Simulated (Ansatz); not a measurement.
## Molecular dynamics of C3H10O2Si

The input (input.yaml):

```yaml
crystal:
  periodic: [false, false, false]
  atoms:
    - { symbol: C, position_ang: [0.007184, -2.134232, -0.328734] }
    - { symbol: Si, position_ang: [1.24328, -0.72584, -0.483064] }
    - { symbol: C, position_ang: [0.361424, 0.943189, -0.635014] }
    - { symbol: C, position_ang: [-0.854766, 1.055444, 0.354968] }
    - { symbol: O, position_ang: [-1.406274, 2.412684, 0.502566] }
    - { symbol: O, position_ang: [-0.365762, 0.506364, 1.640167] }
    - { symbol: H, position_ang: [-0.689208, -2.156967, -1.183658] }
    - { symbol: H, position_ang: [0.520197, -3.109481, -0.288163] }
    - { symbol: H, position_ang: [-0.589308, -2.027447, 0.592632] }
    - { symbol: H, position_ang: [2.056439, -0.924458, -1.677338] }
    - { symbol: H, position_ang: [2.136866, -0.712675, 0.666212] }
    - { symbol: H, position_ang: [1.075317, 1.761948, -0.416838] }
    - { symbol: H, position_ang: [-0.011672, 1.103007, -1.663623] }
    - { symbol: H, position_ang: [-1.729316, 0.462922, -0.044357] }
    - { symbol: H, position_ang: [-0.555283, 2.937895, 0.786196] }
    - { symbol: H, position_ang: [-1.222217, 0.584849, 2.222348] }
basis:
  gaussian: { orbitals: STO-3G }
hamiltonian:
  xc: pbe
  dispersion: d4
md:
  timestep: 3.0
  n_steps: 40
  ensemble: nve
  temperature: 500.0
  initial_velocities: maxwell_boltzmann
  seed: 204383
scf:
  lower_state_search: "off"
```

Command:

```bash
$ ansatz run input.yaml --threads 1 --pin off --max-ram 2048MiB --backend cpu --events-out ev --progress --plain --runs-dir out
```

It starts from a relaxed structure.

Output, in part (step lines, the closing report, with atoms numbered from 0):

```
md step     0: t =     0.00 fs  T =   500.0 K  F+E_penalty+E_count = -15046.13124906 eV  E_kin = 0.904820 eV  conserved = -15045.22642907 eV  (14 SCF iters)
md step    33: t =    99.00 fs  T = 2353106.2 K  F+E_penalty+E_count = -14978.86820325 eV  E_kin = 4258.274985 eV  conserved = -10720.59321863 eV  (133 SCF iters)
md step    34: t =   102.00 fs  T = 2352012.9 K  F+E_penalty+E_count = -14976.55387398 eV  E_kin = 4256.296679 eV  conserved = -10720.25719518 eV  (65 SCF iters)
md step    35: t =   105.00 fs  T = 2352828.8 K  F+E_penalty+E_count = -14979.17333096 eV  E_kin = 4257.773020 eV  conserved = -10721.40031141 eV  (64 SCF iters)
md step    36: t =   108.00 fs  T = 2353118.7 K  F+E_penalty+E_count = -14978.14694377 eV  E_kin = 4258.297660 eV  conserved = -10719.84928328 eV  (81 SCF iters)
md step    37: t =   111.00 fs  T = 2353168.0 K  F+E_penalty+E_count = -14979.66429568 eV  E_kin = 4258.386890 eV  conserved = -10721.27740598 eV  (278 SCF iters)
md step    38: t =   114.00 fs  T = 2353638.0 K  F+E_penalty+E_count = -14979.26411127 eV  E_kin = 4259.237440 eV  conserved = -10720.02667104 eV  (85 SCF iters)
md step    39: t =   117.00 fs  T = 2352373.9 K  F+E_penalty+E_count = -14977.09904256 eV  E_kin = 4256.949803 eV  conserved = -10720.14923946 eV  (244 SCF iters)
[... lines left out ...]
md step    40: t =   120.00 fs  T = 2352201.0 K  F+E_penalty+E_count = -14976.81239971 eV  E_kin = 4256.637057 eV  conserved = -10720.17534245 eV  (69 SCF iters)
Total energy: -14976.81248523 eV, -550.3877071842 hartree
Atom 0 at    18.365623   -13.060095    26.538316 Å, force    -0.000047    -0.000462    -0.000290 eV/Å
Atom 1 at     3.423594    -2.200415    -2.183553 Å, force    -1.874444    -2.068735    -1.047429 eV/Å
Atom 2 at    17.577068     1.708342    38.168808 Å, force    -0.000094     0.000352     0.000299 eV/Å
Atom 3 at     0.052807     2.389662     0.683865 Å, force    -1.290468    -3.033740    -2.529081 eV/Å
Atom 4 at     0.066554     2.333377    -0.787187 Å, force     0.038910     0.672447    10.048200 eV/Å
Atom 5 at    -0.140869     2.033777     1.998452 Å, force     1.253397     2.359303    -7.520217 eV/Å
Atom 6 at  -192.404747   158.889344  -354.531069 Å, force     0.000000     0.000000     0.000001 eV/Å
Atom 7 at    14.777405   -31.092829     9.313637 Å, force     0.000034     0.000119     0.000082 eV/Å
Atom 8 at   -22.765143     4.058810    18.615668 Å, force     0.016361    -0.025058    -0.017001 eV/Å
Atom 9 at     1.133993    -3.359643    -2.628182 Å, force     2.846699     1.304693     0.470452 eV/Å
Atom 10 at     4.357695    -3.251698    -2.931377 Å, force    -0.976671     0.765703     0.576883 eV/Å
Atom 11 at   -53.263584   -12.804921    53.919219 Å, force     0.000004    -0.000008     0.000012 eV/Å
Atom 12 at  -221.239452     0.707931  -487.112816 Å, force     0.000000    -0.000000    -0.000000 eV/Å
Atom 13 at    -3.207273    -3.214942    -5.211771 Å, force     0.002489     0.000332     0.001072 eV/Å
Atom 14 at   -28.237132    10.597651    28.975089 Å, force    -0.000009     0.000077     0.000114 eV/Å
Atom 15 at   -20.557910     0.663878    16.316731 Å, force    -0.016163     0.024977     0.016905 eV/Å
Dipole moment:    24.531155    -5.966035    34.718442 e Å
```

The steps, from the saved trajectory:

```json
{"time (fs)": "0", "T (K)": "500", "potential energy less start (eV)": "0.000", "conserved less start (meV/atom)": "0.00"}
{"time (fs)": "3", "T (K)": "419", "potential energy less start (eV)": "0.986", "conserved less start (meV/atom)": "52.52"}
{"time (fs)": "6", "T (K)": "395", "potential energy less start (eV)": "2.599", "conserved less start (meV/atom)": "150.61"}
{"time (fs)": "9", "T (K)": "498", "potential energy less start (eV)": "2.350", "conserved less start (meV/atom)": "146.65"}
{"time (fs)": "12", "T (K)": "491", "potential energy less start (eV)": "2.095", "conserved less start (meV/atom)": "129.89"}
{"time (fs)": "15", "T (K)": "727", "potential energy less start (eV)": "3.648", "conserved less start (meV/atom)": "253.68"}
{"time (fs)": "18", "T (K)": "501", "potential energy less start (eV)": "4.069", "conserved less start (meV/atom)": "254.41"}
{"time (fs)": "21", "T (K)": "2439", "potential energy less start (eV)": "3.145", "conserved less start (meV/atom)": "415.90"}
{"time (fs)": "24", "T (K)": "228035", "potential energy less start (eV)": "42.510", "conserved less start (meV/atom)": "28391.68"}
{"time (fs)": "27", "T (K)": "975871", "potential energy less start (eV)": "29.741", "conserved less start (meV/atom)": "112175.73"}
{"time (fs)": "30", "T (K)": "970012", "potential energy less start (eV)": "37.197", "conserved less start (meV/atom)": "111979.00"}
{"time (fs)": "33", "T (K)": "969758", "potential energy less start (eV)": "38.134", "conserved less start (meV/atom)": "112008.88"}
{"time (fs)": "36", "T (K)": "969602", "potential energy less start (eV)": "39.057", "conserved less start (meV/atom)": "112048.89"}
{"time (fs)": "39", "T (K)": "974237", "potential energy less start (eV)": "45.127", "conserved less start (meV/atom)": "112952.46"}
{"time (fs)": "42", "T (K)": "977068", "potential energy less start (eV)": "52.367", "conserved less start (meV/atom)": "113725.26"}
{"time (fs)": "45", "T (K)": "1001430", "potential energy less start (eV)": "48.761", "conserved less start (meV/atom)": "116255.29"}
{"time (fs)": "48", "T (K)": "1002630", "potential energy less start (eV)": "43.626", "conserved less start (meV/atom)": "116070.07"}
{"time (fs)": "51", "T (K)": "1003595", "potential energy less start (eV)": "45.265", "conserved less start (meV/atom)": "116281.57"}
{"time (fs)": "54", "T (K)": "1317953", "potential energy less start (eV)": "84.647", "conserved less start (meV/atom)": "154297.68"}
{"time (fs)": "57", "T (K)": "2340258", "potential energy less start (eV)": "52.376", "conserved less start (meV/atom)": "267905.93"}
{"time (fs)": "60", "T (K)": "2338796", "potential energy less start (eV)": "58.013", "conserved less start (meV/atom)": "268092.99"}
{"time (fs)": "63", "T (K)": "2340970", "potential energy less start (eV)": "59.635", "conserved less start (meV/atom)": "268440.15"}
{"time (fs)": "66", "T (K)": "2352656", "potential energy less start (eV)": "65.461", "conserved less start (meV/atom)": "270126.01"}
{"time (fs)": "69", "T (K)": "2352978", "potential energy less start (eV)": "67.625", "conserved less start (meV/atom)": "270297.67"}
{"time (fs)": "72", "T (K)": "2353406", "potential energy less start (eV)": "66.371", "conserved less start (meV/atom)": "270267.71"}
{"time (fs)": "75", "T (K)": "2353990", "potential energy less start (eV)": "65.252", "conserved less start (meV/atom)": "270263.91"}
{"time (fs)": "78", "T (K)": "2353961", "potential energy less start (eV)": "64.439", "conserved less start (meV/atom)": "270209.71"}
{"time (fs)": "81", "T (K)": "2355639", "potential energy less start (eV)": "60.447", "conserved less start (meV/atom)": "270150.02"}
{"time (fs)": "84", "T (K)": "2355741", "potential energy less start (eV)": "59.662", "conserved less start (meV/atom)": "270112.44"}
{"time (fs)": "87", "T (K)": "2355443", "potential energy less start (eV)": "61.300", "conserved less start (meV/atom)": "270181.21"}
{"time (fs)": "90", "T (K)": "2354099", "potential energy less start (eV)": "63.651", "conserved less start (meV/atom)": "270176.12"}
{"time (fs)": "93", "T (K)": "2352916", "potential energy less start (eV)": "66.960", "conserved less start (meV/atom)": "270249.10"}
{"time (fs)": "96", "T (K)": "2353622", "potential energy less start (eV)": "66.514", "conserved less start (meV/atom)": "270301.07"}
{"time (fs)": "99", "T (K)": "2353106", "potential energy less start (eV)": "67.263", "conserved less start (meV/atom)": "270289.58"}
{"time (fs)": "102", "T (K)": "2352013", "potential energy less start (eV)": "69.577", "conserved less start (meV/atom)": "270310.58"}
{"time (fs)": "105", "T (K)": "2352829", "potential energy less start (eV)": "66.958", "conserved less start (meV/atom)": "270239.13"}
{"time (fs)": "108", "T (K)": "2353119", "potential energy less start (eV)": "67.984", "conserved less start (meV/atom)": "270336.07"}
{"time (fs)": "111", "T (K)": "2353168", "potential energy less start (eV)": "66.467", "conserved less start (meV/atom)": "270246.81"}
{"time (fs)": "114", "T (K)": "2353638", "potential energy less start (eV)": "66.867", "conserved less start (meV/atom)": "270324.98"}
{"time (fs)": "117", "T (K)": "2352374", "potential energy less start (eV)": "69.032", "conserved less start (meV/atom)": "270317.32"}
{"time (fs)": "120", "T (K)": "2352201", "potential energy less start (eV)": "69.319", "conserved less start (meV/atom)": "270315.69"}
```

All steps were run. The conserved energy changed by up to 270000 meV per atom, so the integration failed: the time step of 3 fs is too long for the fastest motions that this run met, and the later frames carry no physical meaning.

Parted: C1–Si2 1.88 → 34.15 Å, C1–H7 1.10 → 468.19 Å, C1–H8 1.10 → 25.19 Å, C1–H9 1.10 → 45.25 Å, Si2–C3 1.89 → 42.94 Å, Si2–H10 1.46 → 2.60 Å. It ends as C + C + CO2 + H + H + H + H + H + H + H + H + H + HSi. Pairs count as bonded within 1.25 times the sum of covalent radii (0.12 Å more for H–H).

Last frame:

```xyz
16
Properties=species:S:1:pos:R:3
C 18.366 -13.060 26.538
Si 3.424 -2.200 -2.184
C 17.577 1.708 38.169
C 0.053 2.390 0.684
O 0.067 2.333 -0.787
O -0.141 2.034 1.998
H -192.405 158.889 -354.531
H 14.777 -31.093 9.314
H -22.765 4.059 18.616
H 1.134 -3.360 -2.628
H 4.358 -3.252 -2.931
H -53.264 -12.805 53.919
H -221.239 0.708 -487.113
H -3.207 -3.215 -5.212
H -28.237 10.598 28.975
H -20.558 0.664 16.317
```

Time of the run: 5.4 min on 1 thread of Intel(R) Xeon(R) Platinum 8259CL CPU @ 2.50GHz (Skylake/Cascade Lake), on a shared host, peak memory 0.12 GiB.
